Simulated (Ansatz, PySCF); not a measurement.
Pair of molecules: CH4 (SMILES C) (first 5 atoms) with H2S (SMILES S); geometry from B3LYP-D3(BJ)/def2-TZVP, rigid monomers moved along the line of their centres of mass till C1···H8 is 2.72 Å.
(charge 0, multiplicity 1):
```xyz
8

C     -0.008    -0.057     0.169
H     -0.853     0.218     0.798
H     -0.216     0.225    -0.862
H      0.888     0.459     0.512
H      0.150    -1.133     0.222
S      0.401    -0.085     3.806
H      0.338     1.023     3.051
H      0.420    -0.883     2.727
```

Interaction energies are E(AB) − E(A) − E(B) at the monomers' geometry in the complex; basis-set methods are counterpoise corrected.

Correlated levels freeze the cores. CBS(a, b) extrapolates the correlation energy as X⁻³ and adds the Hartree–Fock energy of set b.

Run with Ansatz (Gaussian basis) for Hartree–Fock, density functionals and correlated methods; PySCF for the dispersion terms. 

The comparison value is -0.51 kcal/mol (CCSD(T)/CBS(aug-cc-pV(D+d)Z, aug-cc-pV(T+d)Z)). It is a level with limits of its own, not the exact answer.

Order these levels by how close they come to the comparison value for the interaction energy, closest first: PBE-D4/def2-TZVPPD, PBE0/def2-TZVPPD, wB97X-V/def2-TZVPPD. Give each level's value less the comparison value.

PBE-D4/def2-TZVPPD (0.02 kcal/mol), wB97X-V/def2-TZVPPD (0.19 kcal/mol), PBE0/def2-TZVPPD (0.88 kcal/mol)

Ansatz is a quantum-chemistry and plane-wave program.
